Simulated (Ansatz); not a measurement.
A made-up structure of ZnH₂S₂, closed shell:

S1  (-1.222, -0.894, -0.462)
S2  (1.219, 0.280, 0.329)
Zn3  (-0.573, -0.298, 1.435)
H4  (-1.877, 0.226, -0.824)
H5  (2.317, 0.640, -0.389)
(Å)

It is relaxed with PBE-D4/def2-SVP and then PBE0-D4/def2-TZVP (Ansatz 0.2.0). Atoms count as bonded within 1.22 times the sum of their covalent radii (H–H: 0.88 Å). The end point is not checked to be a true minimum.

Problem. Does its bonding change? (Judge from chemistry; the calculation decides.)

Solution. The calculation gives: No: no bond forms or breaks.

Where it ends: The first stage lowers the energy by 3.53 eV in 12 steps. It ends as ZnH₂S₂ ([SH][Zn][SH]):
S1  (-2.048, -0.835, 0.250)
S2  (2.156, 0.065, -0.203)
Zn3  (0.049, -0.363, 0.023)
H4  (-2.416, 0.044, -0.699)
H5  (2.123, 1.045, 0.717)
(Å)

Labels in which every atom is bracketed show which atoms are joined, not bond orders.

For scale, one of the runs: PBE0-D4/def2-TZVP relaxation, 134 basis functions, launched by `ansatz run in.yaml --threads 2 --pin off --events-out ev --progress --plain --max-ram 4352MiB`. The run took about 21 s on 2 CPU threads of an Arm Neoverse V2 (shared host).
